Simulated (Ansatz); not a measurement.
Coupled-cluster diagnostics for Ca2Se2, Ansatz.

Geometry of the singlet (PBE0-D4/def2-SVP):

```xyz
4

Ca    0.094   -0.842   -1.444
Ca   -0.095    0.841    1.444
Se    1.839   -0.759    0.562
Se   -1.839    0.760   -0.563
```

Correlated methods freeze 28 core orbitals; core or outer-core shells of Ca, Se are correlated, in sets that lack core-valence functions. The structure comes from a short search, and lower isomers may exist.

Estimate the CCSD(T) correlation energy, the shares of MP2 and (T), T1 and the reference's ⟨S²⟩ for: charge 0, singlet, own geometry in def2-TZVPP; and the rough time on 4 threads of Arm Neoverse V1 on a shared host.


| state | basis | correlation (eV) | MP2 share (%) | (T) share (%) | T1 | ⟨S²⟩ (pure) | wall time |
| --- | --- | --- | --- | --- | --- | --- | --- |
| charge 0, singlet, own geometry | def2-TZVPP | -27.218 | 93.6 | 3.3 | 0.010 | 0.00 (0.00) | 73 s |
Customary marks for T1 are 0.02 (closed shells), 0.045 (open shells) and about 0.05 (3d metals). T1 stays under 0.02 throughout.
